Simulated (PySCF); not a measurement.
# One molecule, several mistakes: AlCH7NSi cation

Calculated results; nothing here was measured. The program is PySCF 2.14.0, an open-source quantum chemistry code, run on an isolated molecule that a program drew, which may never have been made. The molecule is AlCH7NSi cation (charge +1, singlet), drawn as the SMILES string `[NH2][Al+][CH2][SiH3]`.

Each row is a Hartree-Fock (HF) and frozen-core CCSD(T) single point in the cc-pV(D+d)Z basis, meant for a local HF minimum. Run 1 is clean. Each other run has one planted mistake out of seven kinds, and not every kind appears here: one electron removed, one electron added, multiplicity raised by two, geometry at a saddle point, minimal basis STO-3G, one bond length entered in bohr, all coordinates scaled. The reference is restricted for singlets and unrestricted otherwise, and also for a bond in bohr. Adding or removing an electron swaps singlet and doublet. Electrons count all cores. HOMO and LUMO are orbital energies over both spins, the gradient is its largest component, and the lowest frequency (negative if imaginary) is given only where the gradient is small. Bond lengths are over the 10 bonds as drawn. T1 is the CCSD diagnostic: over 0.02 (restricted) or 0.045 (unrestricted) a single reference is doubtful.

Geometry of the clean run:
```xyz
11
AlCH7NSi cation, angstrom
N    -1.5821    4.0611   -1.7486
Al   -0.8874    2.4933   -1.7521
C    -0.1205    0.7502   -1.7520
Si   -0.8305   -0.5483   -0.5198
H    -1.3006    4.8252   -2.3411
H    -2.3365    4.3642   -1.1542
H    -0.2216    0.3619   -2.7734
H     0.9514    0.8771   -1.5547
H    -0.0903   -1.8033   -0.7155
H    -0.6531   -0.0096    0.8434
H    -2.2683   -0.7038   -0.8181
```

```
run  electrons  basis functions  <S^2>  HOMO (eV)  LUMO (eV)  gradient (hartree/bohr)  lowest frequency (cm^-1)  mean bond (Å)  longest bond (Å)      T1  HF (hartree)  CCSD(T) (hartree)                     mistake
  1         46              109  0.000     -16.54      -3.43                  2.6e-05                        53         1.4177             1.926  0.0131    -627.04726         -627.57723                    no fault
  2         46              109  2.023     -10.79      -6.36                  9.3e-02                         -         1.4177             1.926  0.0463    -626.89435         -627.39641  multiplicity raised by two
  3         47              109  0.758      -4.82       1.49                  5.9e-02                         -         1.4177             1.926  0.0429    -627.19832         -627.74345          one electron added
  4         45              109  0.758     -20.19     -12.53                  9.8e-02                         -         1.4177             1.926  0.0130    -626.52466         -627.00923                           ?
  5         46              109  0.000     -16.99      -3.09                  9.7e-02                         -         1.2830             1.743  0.0109    -626.93324         -627.44942                           ?
```

**Which mistake was planted in run 4, and what did it cost?**

It counts 45 electrons, one fewer than the clean run, at the same geometry and basis. So the mistake is: one electron removed. Subtracting run 1 and multiplying by 627.51 kcal/mol a hartree, the energy moved by 327.9 kcal/mol in HF and 356.4 kcal/mol in CCSD(T).

**Which mistake was planted in run 5, and what did it cost?**

The mean and the longest bond both change by the same factor, 0.905, and the gradient is no longer small. So the mistake is: all coordinates scaled. Subtracting run 1 and multiplying by 627.51 kcal/mol a hartree, the energy moved by 71.5 kcal/mol in HF and 80.2 kcal/mol in CCSD(T).

Cautions from the logs. Run 2: T1 is over the limit, so its CCSD(T) energy is less reliable.
